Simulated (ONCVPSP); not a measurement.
vanadium: excitation energies, all-electron against ONCV

ONCVPSP 4.0.1 input, shortened (lines: element, Z, core and valence counts, functional; n l f; lmax; l rc ep ncon nbas qcut; lloc lpopt rc5 dvloc0; l nproj debl; icmod fcfact rcfact), LDA (Perdew-Wang 92), scalar-relativistic:

```
  V 23.00    5    2  -001012      upf
    1    0    2.00
    2    0    2.00
    2    1    6.00
    3    0    2.00
    3    1    6.00
    3    2    3.00
    4    0    2.00
    2
    0    2.95    0.00    3    7    2.60
    1    2.40    0.04    3    6    3.30
    2    2.20    0.00    4    9    7.60
    4    3    1.60    1.00
    0    3    0.50
    1    3    0.80
    2    2    0.90
    2    0.55    0.95
```

Energies are relative to the spin-unpolarised reference configuration 3d3 4s2; without spin polarisation the order of configurations can differ from experiment.

Give the all-electron excitation energy and the error of the potential for: 3d3 4s1; 3d3 4s0; 3d2 4s0; 3d4 4s1.

| valence configuration | charge | ΔE all-electron (eV) | error AE − PS (meV) |
| --- | --- | --- | --- |
| 3d3 4s1 | +1 | 7.934 | -0.9 |
| 3d3 4s0 | +2 | 22.472 | -7.5 |
| 3d2 4s0 | +3 | 51.635 | -136 |
| 3d4 4s1 | 0 | 0.535 | -15 |

Note: ghosts flagged at negative energy: p at -34.6 eV (a further GHOST(-) flag falls on a real empty level of the atom); GHOST(+) flagged for s at 65.3 eV, p at 488.5 eV. A true bound ghost makes a file unfit for plane-wave use.
